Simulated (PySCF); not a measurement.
C₃H₉ClOSi, SMILES OCCC[SiH2]Cl.

The structure is a stationary point at PBE-D3(BJ)/def2-SVP. The structure was generated by enumeration, and PubChem lists no compound with its InChIKey, so it may never have been made. Other conformers were not sampled.

Calculation: PBE-D3(BJ)/def2-SVP (PySCF).

Frequencies are harmonic and unscaled.

```json
[
 {"mode": "1", "ν (cm⁻¹)": "25", "IR (km/mol)": "0.9", "moving atoms (share of kinetic energy)": "Si 41 %, H 20 %, Cl 18 %, C 11 %, O 10 %"},
 {"mode": "2", "ν (cm⁻¹)": "52", "IR (km/mol)": "0.5", "moving atoms (share of kinetic energy)": "O 47 %, C 19 %, H 16 %, Cl 14 %"},
 {"mode": "3", "ν (cm⁻¹)": "119", "IR (km/mol)": "0.5", "moving atoms (share of kinetic energy)": "Si 28 %, C 28 %, H 22 %, Cl 21 %"},
 {"mode": "4", "ν (cm⁻¹)": "195", "IR (km/mol)": "3.8", "moving atoms (share of kinetic energy)": "C 39 %, H 34 %, Cl 14 %, Si 9 %"},
 {"mode": "5", "ν (cm⁻¹)": "204", "IR (km/mol)": "1.0", "moving atoms (share of kinetic energy)": "C 34 %, H 30 %, O 22 %, Cl 10 %"},
 {"mode": "6", "ν (cm⁻¹)": "323", "IR (km/mol)": "112.1", "moving atoms (share of kinetic energy)": "H 69 %, C 17 %, O 11 %"},
 {"mode": "7", "ν (cm⁻¹)": "345", "IR (km/mol)": "25.9", "moving atoms (share of kinetic energy)": "H 61 %, C 28 %"},
 {"mode": "8", "ν (cm⁻¹)": "467", "IR (km/mol)": "9.5", "moving atoms (share of kinetic energy)": "H 83 %"},
 {"mode": "9", "ν (cm⁻¹)": "501", "IR (km/mol)": "1.8", "moving atoms (share of kinetic energy)": "H 41 %, C 32 %, O 13 %"},
 {"mode": "10", "ν (cm⁻¹)": "539", "IR (km/mol)": "70.3", "moving atoms (share of kinetic energy)": "Si 47 %, Cl 35 %, H 12 %"},
 {"mode": "11", "ν (cm⁻¹)": "649", "IR (km/mol)": "21.7", "moving atoms (share of kinetic energy)": "H 70 %, C 15 %, Si 13 %"},
 {"mode": "12", "ν (cm⁻¹)": "669", "IR (km/mol)": "19.5", "moving atoms (share of kinetic energy)": "H 40 %, C 37 %, Si 21 %"},
 {"mode": "13", "ν (cm⁻¹)": "753", "IR (km/mol)": "11.0", "moving atoms (share of kinetic energy)": "H 70 %, C 25 %"},
 {"mode": "14", "ν (cm⁻¹)": "835", "IR (km/mol)": "209.4", "moving atoms (share of kinetic energy)": "H 87 %"},
 {"mode": "15", "ν (cm⁻¹)": "863", "IR (km/mol)": "18.7", "moving atoms (share of kinetic energy)": "C 58 %, H 39 %"},
 {"mode": "16", "ν (cm⁻¹)": "881", "IR (km/mol)": "39.4", "moving atoms (share of kinetic energy)": "H 54 %, C 34 %, O 10 %"},
 {"mode": "17", "ν (cm⁻¹)": "923", "IR (km/mol)": "84.6", "moving atoms (share of kinetic energy)": "H 95 %"},
 {"mode": "18", "ν (cm⁻¹)": "981", "IR (km/mol)": "33.4", "moving atoms (share of kinetic energy)": "H 71 %, C 26 %"},
 {"mode": "19", "ν (cm⁻¹)": "1023", "IR (km/mol)": "12.7", "moving atoms (share of kinetic energy)": "H 52 %, C 35 %, O 12 %"},
 {"mode": "20", "ν (cm⁻¹)": "1083", "IR (km/mol)": "3.9", "moving atoms (share of kinetic energy)": "H 59 %, C 35 %"},
 {"mode": "21", "ν (cm⁻¹)": "1099", "IR (km/mol)": "85.7", "moving atoms (share of kinetic energy)": "H 55 %, C 30 %, O 15 %"},
 {"mode": "22", "ν (cm⁻¹)": "1132", "IR (km/mol)": "4.2", "moving atoms (share of kinetic energy)": "H 68 %, C 28 %"},
 {"mode": "23", "ν (cm⁻¹)": "1220", "IR (km/mol)": "11.1", "moving atoms (share of kinetic energy)": "H 64 %, C 35 %"},
 {"mode": "24", "ν (cm⁻¹)": "1261", "IR (km/mol)": "0.9", "moving atoms (share of kinetic energy)": "H 84 %, C 15 %"},
 {"mode": "25", "ν (cm⁻¹)": "1316", "IR (km/mol)": "13.9", "moving atoms (share of kinetic energy)": "H 65 %, C 34 %"},
 {"mode": "26", "ν (cm⁻¹)": "1338", "IR (km/mol)": "1.7", "moving atoms (share of kinetic energy)": "H 79 %, C 18 %"},
 {"mode": "27", "ν (cm⁻¹)": "1361", "IR (km/mol)": "22.3", "moving atoms (share of kinetic energy)": "H 87 %, C 11 %"},
 {"mode": "28", "ν (cm⁻¹)": "1369", "IR (km/mol)": "24.1", "moving atoms (share of kinetic energy)": "H 81 %, C 17 %"},
 {"mode": "29", "ν (cm⁻¹)": "1410", "IR (km/mol)": "3.0", "moving atoms (share of kinetic energy)": "H 91 %, C 8 %"},
 {"mode": "30", "ν (cm⁻¹)": "1432", "IR (km/mol)": "3.4", "moving atoms (share of kinetic energy)": "H 92 %, C 8 %"},
 {"mode": "31", "ν (cm⁻¹)": "2160", "IR (km/mol)": "93.2", "moving atoms (share of kinetic energy)": "H 97 %"},
 {"mode": "32", "ν (cm⁻¹)": "2179", "IR (km/mol)": "94.0", "moving atoms (share of kinetic energy)": "H 96 %"},
 {"mode": "33", "ν (cm⁻¹)": "2909", "IR (km/mol)": "64.2", "moving atoms (share of kinetic energy)": "H 94 %"},
 {"mode": "34", "ν (cm⁻¹)": "2943", "IR (km/mol)": "40.1", "moving atoms (share of kinetic energy)": "H 94 %"},
 {"mode": "35", "ν (cm⁻¹)": "2984", "IR (km/mol)": "5.1", "moving atoms (share of kinetic energy)": "H 94 %"},
 {"mode": "36", "ν (cm⁻¹)": "2991", "IR (km/mol)": "14.9", "moving atoms (share of kinetic energy)": "H 92 %, C 8 %"},
 {"mode": "37", "ν (cm⁻¹)": "3005", "IR (km/mol)": "43.0", "moving atoms (share of kinetic energy)": "H 91 %, C 9 %"},
 {"mode": "38", "ν (cm⁻¹)": "3044", "IR (km/mol)": "1.9", "moving atoms (share of kinetic energy)": "H 91 %, C 9 %"},
 {"mode": "39", "ν (cm⁻¹)": "3692", "IR (km/mol)": "19.3", "moving atoms (share of kinetic energy)": "H 94 %"}
]
```
